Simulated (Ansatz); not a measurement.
A structure relaxed at r2SCAN-D4/def2-SVPD in Ansatz, charge -1, doublet:

```tsv
atom	x (Å)	y (Å)	z (Å)
Mn1	-0.982	0.515	-0.544
Mn2	1.342	-0.379	0.243
O3	-1.168	-0.943	0.578
O4	-0.262	-1.314	-0.521
O5	-1.663	1.996	-0.755
O6	2.734	0.125	0.999
```

(1) Give its formula.

(2) Summarise the bond lengths by kind (pairs closer than 1.2 times the sum of covalent radii, bridged metal pairs left out).

## Answers

(1) the cluster Mn2O4⁻.

(2) 5 × Mn–O 1.64 to 2.01 Å; 1 × O–O 1.47 Å.

The structure holds one bond between oxygen atoms, so isomers without such links may lie far lower. The charge -1 doublet is spin-contaminated (final ⟨S²⟩ up to 4.41, 0.75 for a pure state). Another isomer (doublet) lies 0.75 eV lower at PBE0-D4/def2-TZVPD; other spin states weren't run for this one.
